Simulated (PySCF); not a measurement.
## V³⁺ (vanadium, charge +3) across methods

[Ar] 3d2, high-spin 3F determinant. All numbers are calculated (PySCF 2.14, scalar relativity by spin-free X2C-1e, in ANO-RCC-VTZP (6s5p3d2f1g, 59 functions)). The B2PLYP total includes its PT2 part (frozen core); its orbital energies are those of the SCF part.

```
method  E (hartree)  mean ε 3p α (eV)  mean ε 3p β (eV)  mean ε 3d α (eV)  Σ⟨r²⟩ (bohr²)   ⟨S²⟩
M06-2X     -947.308           -84.852           -81.702           -42.787          13.21  2.001
B2PLYP     -947.069           -85.225           -81.562           -43.331          13.22  2.001
   LDA     -945.043           -78.165           -76.105           -38.313          13.26  2.000
   UHF   -946.39301           -91.234           -85.993           -47.370          13.21  2.003
  BLYP     -947.334           -77.925           -75.848           -38.396          13.26  2.000
r2SCAN     -947.263           -79.374           -76.899           -38.985          13.20  2.001
   PBE     -947.051           -78.147           -76.052           -38.412          13.25  2.000
  PBE0     -947.099           -81.719           -78.923           -40.847          13.22  2.001
```
